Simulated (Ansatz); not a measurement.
Input file for C$_{3}$H$_{7}$ClSi, SMILES `C=C([SiH3])CCl`:

```yaml
crystal:
  periodic: [false, false, false]
  atoms:
    - {symbol: C, position_ang: [-1.231159, 1.037734, 0.170411]}
    - {symbol: C, position_ang: [-0.187739, 0.211076, 0.131844]}
    - {symbol: Si, position_ang: [-0.056024, -1.096397, -1.206920]}
    - {symbol: C, position_ang: [0.873220, 0.303546, 1.178129]}
    - {symbol: Cl, position_ang: [2.495839, 0.538652, 0.450501]}
    - {symbol: H, position_ang: [-2.041245, 0.972418, -0.548244]}
    - {symbol: H, position_ang: [-1.318699, 1.812920, 0.928955]}
    - {symbol: H, position_ang: [-1.384771, -1.211437, -1.862572]}
    - {symbol: H, position_ang: [0.962835, -0.746074, -2.227167]}
    - {symbol: H, position_ang: [0.314860, -2.400312, -0.593697]}
    - {symbol: H, position_ang: [0.944648, -0.618296, 1.757124]}
    - {symbol: H, position_ang: [0.705236, 1.140972, 1.855534]}
basis:
  gaussian: {orbitals: def2-TZVPP}
correlation: {method: ccsd_t}
```

```sh
$ ansatz run in.yaml --threads 4 --pin off --events-out ev --progress --plain --max-ram 10444MiB
```

The program prints (abridged):

```
Functional definition: HF
1600 factors; integrals over basis functions are off by at most 9.1e-4 eV
mean field evaluation 1: about -23566.0108 eV, gradient 2.9e1 eV
mean field evaluation 2: about -23566.2985 eV, gradient 2.9e1 eV
mean field evaluation 4: about -23569.1800 eV, gradient 3.9e0 eV
mean field evaluation 8: about -23569.2322 eV, gradient 2.6e-1 eV
mean field -23569.23247658 eV, -866.1533177149 hartree, gradient 2.4e-6 eV, S^2 0.000000; 0 other end points of the search recorded, 0 dependent functions left out
13 core orbitals not correlated: weight in the atoms' cores, before any rotation towards them, 1.000 or more for the frozen orbitals, at most 0.000 for the correlated occupied ones
reference -23569.23247658 eV, -866.1533177149 hartree; 15, 15 occupied and 247, 247 virtual orbitals, 1600 factors
second order -22.10361339 eV of doubles, -0.00000000 eV of singles
cycle   1  -23.01587910 eV  change   -9.1e-1 eV  update   1.0e-1
cycle   2  -23.64673290 eV  change   -6.3e-1 eV  update   3.1e-2
cycle   3  -23.75124027 eV  change   -1.0e-1 eV  update   1.4e-2
cycle   4  -23.74504348 eV  change    6.2e-3 eV  update   3.7e-3
cycle   5  -23.74536181 eV  change   -3.2e-4 eV  update   1.4e-3
cycle   6  -23.74559374 eV  change   -2.3e-4 eV  update   3.9e-4
cycle   7  -23.74550594 eV  change    8.8e-5 eV  update   1.3e-4
cycle   8  -23.74551981 eV  change   -1.4e-5 eV  update   4.1e-5
cycle   9  -23.74552937 eV  change   -9.6e-6 eV  update   1.5e-5
perturbative correction -1.04088915 eV, -0.0382519708 hartree
Total energy: -23594.01889510 eV, -867.0642017947 hartree
```

Run time 4 min (4 threads of an AMD EPYC 7R43 on a shared host); peak host memory 7.2 GiB.

MP2 recovers 89.2 % of the CCSD(T) correlation energy and the triples give 4.2 %; T1 = 0.0107.
